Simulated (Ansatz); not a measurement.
Basis-set series for ClGeH (`[Cl][GeH]`). Charge 0, multiplicity 1. Geometry: relaxed with PBE0-D4/def2-TZVP.

```xyz
3

Cl    1.236   -0.018    0.987
Ge   -0.161    0.664   -0.545
H    -1.075   -0.646   -0.442
```

| functional | basis | functions | energy (Eh) | HOMO (eV) | LUMO (eV) |
| --- | --- | --- | --- | --- | --- |
| PBE0-D4 | def2-SVP | 55 | -2536.99274 | -7.06 | -2.98 |
| PBE0-D4 | def2-QZVPP | 189 | -2537.47385 | -7.20 | -3.09 |
| ωB97M-V | def2-SVP | 55 | -2537.26989 | -9.13 | -0.95 |
| ωB97M-V | def2-QZVPP | 189 | -2537.74717 | -9.32 | -1.16 |

Q: Give the rows for def2-TZVPP. (An estimate is asked.)

A: Computed: 
| functional | basis | functions | energy (Eh) | HOMO (eV) | LUMO (eV) |
| --- | --- | --- | --- | --- | --- |
| PBE0-D4 | def2-TZVPP | 104 | -2537.41515 | -7.16 | -3.05 |
| ωB97M-V | def2-TZVPP | 104 | -2537.69021 | -9.27 | -1.06 |

Scalar relativity is left out up to krypton.
